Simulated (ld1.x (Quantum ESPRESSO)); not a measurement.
**Building the TM potential for manganese (Mn) (PBE, scalar-relativistic).**

```
Element                 : manganese (Mn)
Generator               : ld1.x (Quantum ESPRESSO) 7.5
Type                    : norm-conserving Troullier–Martins (Kleinman–Bylander form)
Functional              : PBE
Relativity              : scalar-relativistic
Frozen core             : [Ne]
Valence charge          : 15
Reference configuration : 3s2 3p6 3d5 4s2 4p0
Partial waves           : 3p (bound): rc 1.25 bohr; 3d (bound): rc 1.00 bohr; 3s (bound): rc 0.95 bohr
Local potential         : the s channel
Core correction         : none
```

Occupied shells without a wave of their own: 4s. They enter only through the test configuration that unscreens the potential.

All-electron outer shells of the reference configuration (PBE, scalar-relativistic, ld1.x):

```json
{"shell": "2s", "level (eV)": "-743.95", "outermost node (bohr)": "0.08", "outermost maximum (bohr)": "0.23"}
{"shell": "2p", "level (eV)": "-630.19", "outermost node (bohr)": "–", "outermost maximum (bohr)": "0.19"}
{"shell": "3s", "level (eV)": "-85.88", "outermost node (bohr)": "0.34", "outermost maximum (bohr)": "0.74"}
{"shell": "3p", "level (eV)": "-54.59", "outermost node (bohr)": "0.31", "outermost maximum (bohr)": "0.75"}
{"shell": "3d", "level (eV)": "-6.77", "outermost node (bohr)": "–", "outermost maximum (bohr)": "0.76"}
{"shell": "4s", "level (eV)": "-5.11", "outermost node (bohr)": "1.05", "outermost maximum (bohr)": "2.51"}
{"shell": "4p", "level (eV)": "-1.37", "outermost node (bohr)": "1.16", "outermost maximum (bohr)": "3.43"}
```

Calculated quality:

| Item | Value |
| --- | --- |
| Cutoffs needed | 180 Ry and 300 Ry (the cutoffs (Ry, on a coarse ladder) from which the occupation-weighted sum of valence levels, in a spherical-Bessel basis at the reference potential, stays within 10 and 1 mRy of its value at 400 Ry) |
| Ghost test | no extra level below or beside the all-electron valence levels (p, d, s, f tested) (spherical-Bessel basis up to 400 Ry, 20 bohr box) |
| Largest excitation error | -633 meV (all-electron minus pseudo) for 3s2 3p6 3d3 4s0 4p0, out of 7 test configurations |

Generation and tests took about 3 s on one core of a shared server CPU.
